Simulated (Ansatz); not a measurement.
Reaction (redistribution): `BO[SiH2]C#C` + `[OH][Ti]([F])([F])[F]` → `BO[SiH2]F` + `C#[C][Ti]([OH])([F])[F]`

Calculated with Ansatz (gas phase, PBE0-D4/def2-TZVP geometries, no zero-point term in ΔE). CCSD(T)/CBS is the MP2 limit (def2-TZVPP, def2-QZVPP) plus CCSD(T) − MP2 in def2-TZVPP, frozen cores. DFT in def2-TZVPP. B3LYP here is the variant with VWN-RPA as its local correlation; programs differ in this. HSE06 is defined as in plane-wave codes. For Ti outer-core shells are correlated without core-valence functions, which leaves a few kJ/mol of doubt a bond. Scalar relativity is left out up to krypton. Each species was taken in one conformer, which may not be the lowest.

`BO[SiH2]C#C`:

Cartesian coordinates in Å:
```
B -1.081 -0.840 1.743
O -0.344 0.141 1.183
Si 0.908 0.093 0.104
C 0.333 0.747 -1.493
C -0.025 1.172 -2.563
H -0.847 -1.991 1.482
H -1.957 -0.524 2.497
H 1.987 0.956 0.629
H 1.373 -1.303 -0.075
H -0.346 1.550 -3.507
```

`[OH][Ti]([F])([F])[F]`:

```xyz
6

O     0.821    0.547    0.913
Ti   -0.268   -0.049   -0.337
F    -0.755    1.288   -1.355
F     0.539   -1.272   -1.295
F    -1.672   -0.786    0.402
H     1.335    0.272    1.673
```

`BO[SiH2]F`:

```xyz
8

B    -0.320    1.128    1.039
O     0.053   -0.131    0.719
Si    0.296   -0.881   -0.721
F    -0.912   -1.886   -0.958
H    -0.454    1.396    2.198
H    -0.499    1.938    0.169
H     0.298    0.105   -1.824
H     1.538   -1.670   -0.622
```

`C#[C][Ti]([OH])([F])[F]`:

Cartesian coordinates in Å:
```
C 1.533 -0.638 -1.678
C 0.668 -0.247 -0.922
Ti -0.787 0.430 0.307
O -0.637 -0.448 1.827
F -2.347 0.120 -0.418
F -0.524 2.140 0.552
H 2.292 -0.982 -2.345
H -0.199 -0.376 2.676
```

```
             level  ΔE (kJ/mol)  difference from CCSD(T)/CBS
          B3LYP-D4         34.9                         10.6
        r2SCANh-D4         37.2                         12.9
           ωB97X-V         39.5                         15.2
          PBE-QIDH         33.1                          8.8
              BLYP         38.3                         14.0
             HSE06         38.7                         14.4
RPA@PBE/def2-TZVPP         24.5                          0.2
  CCSD(T)/def2-SVP         41.7                         17.4
    MP2/def2-TZVPP         26.8                          2.5
SCS-MP2/def2-TZVPP         25.8                          1.5
   CCSD/def2-TZVPP         26.8                          2.5
     HF/def2-QZVPP         22.7                         -1.6
    MP2/def2-QZVPP         25.4                          1.1
      HF/CBS(def2)         22.6                         -1.7
     MP2/CBS(def2)         24.6                          0.3
    CCSD/CBS(def2)         24.5                          0.2
       CCSD(T)/CBS         24.3                            0
```

Largest T1 diagnostic among the species: 0.023, so the coupled-cluster value is less sure than usual.

Leaving LDA and LC-ωPBE aside and taking each functional with its dispersion term where it has one, the values, not all of them listed here, spread over 17.0 kJ/mol, from BHLYP-D4 to revPBE-D4. In def2-TZVPP, CCSD(T) changes the Hartree–Fock value by +3.3 kJ/mol (the triples alone add −0.2 kJ/mol) and MP2 by +3.6 kJ/mol.
